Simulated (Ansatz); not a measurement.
Frontier orbitals of `[F][Hf]([F])([F])[c]1ccccc1`.

| atom | x (Å) | y (Å) | z (Å) |
| --- | --- | --- | --- |
| F1 | 2.088 | 3.020 | 0.560 |
| Hf2 | 0.593 | 2.224 | 1.427 |
| F3 | 0.985 | 1.661 | 3.201 |
| F4 | -0.952 | 3.334 | 1.401 |
| C5 | 0.115 | 0.421 | 0.266 |
| C6 | -0.954 | -0.408 | 0.628 |
| C7 | -1.262 | -1.548 | -0.099 |
| C8 | -0.502 | -1.885 | -1.210 |
| C9 | 0.563 | -1.081 | -1.591 |
| C10 | 0.866 | 0.058 | -0.860 |
| H11 | -1.569 | -0.170 | 1.493 |
| H12 | -2.095 | -2.175 | 0.200 |
| H13 | -0.740 | -2.775 | -1.780 |
| H14 | 1.158 | -1.344 | -2.459 |
| H15 | 1.705 | 0.670 | -1.179 |

Total charge 0; spin multiplicity 1. Correlated methods include outer-core shells of Hf, which these sets cover unevenly. Hf takes the def2 core potential. Geometry: relaxed with PBE0-D4/def2-TZVP. It is one conformer, not always the lowest. Basis def2-TZVPP, Ansatz 0.2.0.

| functional | HOMO (eV) | LUMO (eV) | gap (eV) |
| --- | --- | --- | --- |
| PBE | -6.66 | -2.35 | 4.31 |
| revPBE | -6.57 | -2.23 | 4.34 |
| PBE0 | -7.65 | -1.54 | 6.11 |
| B3LYP | -7.42 | -1.73 | 5.69 |
| r2SCANh | -7.22 | -1.91 | 5.31 |
| HSE06 (plane-wave form) | -7.26 | -1.91 | 5.35 |
| BHLYP | -8.42 | -0.59 | 7.83 |
| CAM-B3LYP | -8.84 | -0.48 | 8.36 |
| ωB97M-V | -9.71 | 0.47 | 10.18 |
| HF | -9.50 | 1.71 | 11.21 |

Against PBE, PBE0 changes HOMO and LUMO by −0.99 and +0.81 eV, ωB97M-V by −3.04 and +2.82 eV. A gap of 4.32 eV thus becomes 10.18 eV for the same molecule, so an orbital gap means little without its functional. A positive LUMO is unbound and depends on the basis.

B3LYP here is the variant with VWN-RPA as its local correlation; programs differ in this.
